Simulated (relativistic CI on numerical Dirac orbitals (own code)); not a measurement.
**Bi LXXVII: sensitivity of the levels to the model**

Base calculation: Dirac-Coulomb-Breit CI, separate exchange-only KLI orbitals for each configuration, QED by a radiative potential, unscaled Slater integrals.

Configurations in the expansion (outside the closed core 1s2): 2s2.2p3, 2s.2p4, 2p5, 2s2.2p2.3s, 2p4.3s, 2p4.3p, 2s2.2p2.3p, 2p4.3d, 2s2.2p2.3d, 2s.2p3.3s, 2s.2p3.3p, 2s.2p3.3d, 2s2.2p2.4s, 2s2.2p2.4p, 2s2.2p2.4d, 2s2.2p2.4f, 2s2.2p.3s2, 2s2.2p.3s.3p, 2s.2p3.4s, 2s2.2p.3s.3d, 2s2.2p2.5s, 2s2.2p.3p2, 2s2.2p2.5p, 2s.2p3.4p, 2s2.2p2.5d, 2s2.2p2.5f, 2s2.2p2.5g, 2s.2p3.4d, 2s2.2p.3p.3d, 2s.2p3.4f, 2s.2p2.3s2, 2s2.2p.3d2, 2s.2p2.3s.3p, 2s.2p2.3s.3d, 2s.2p2.3p2, 2s.2p2.3p.3d. Levels of other configurations are missing.

Variants: (1) P86 correlation estimate; (2) one mean potential for all configurations. Shifts of the energy above 2s2.2p3 2P°_3/2, in eV, for the lowest level and the first level of each name with at least 55 % of one term (blank where a level changes its place among those of its configuration and J or its character, or is not in the variant):

```
            Level     Base  Δ(1)  Δ(2)
  2s2.2p3 2P°_3/2      0.0   0.0   0.0
  2s2.2p3 4S°_3/2   2389.5   0.0  +0.1
  2s2.2p3 2D°_5/2   2412.4   0.0  +0.1
  2s2.2p3 2P°_1/2   2477.1   0.0  +0.1
    2s.2p4 4P_5/2   2809.5   0.0  +0.4
    2s.2p4 2S_1/2   2935.7   0.0  +0.4
    2s.2p4 4P_3/2   5233.1   0.0  +0.4
    2s.2p4 2D_5/2   5276.7   0.0  +0.4
    2s.2p4 2P_1/2   5358.5   0.0  +0.4
    2s.2p4 2D_3/2   5364.9   0.0  +0.4
      2p5 2P°_3/2   5828.8   0.0  +0.9
      2p5 2P°_1/2   8254.5   0.0  +0.7
2s2.2p2.3s 4P_3/2  13477.9  +1.3  -0.8
2s2.2p2.3s 2P_1/2  13490.1  +1.3  -0.9
```

At this charge energies of transitions that change n are usually good to better than 1 %, and those within a shell (Δn = 0) to a few per cent.

Ionisation energy from the two ground configurations alone: base 21299.4 eV. The NIST ASD value (theoretical) is 21300 eV.

LS names give the leading component of a level, which can be under half, so a name can repeat, a term be missing and a line seem to break the LS rules.
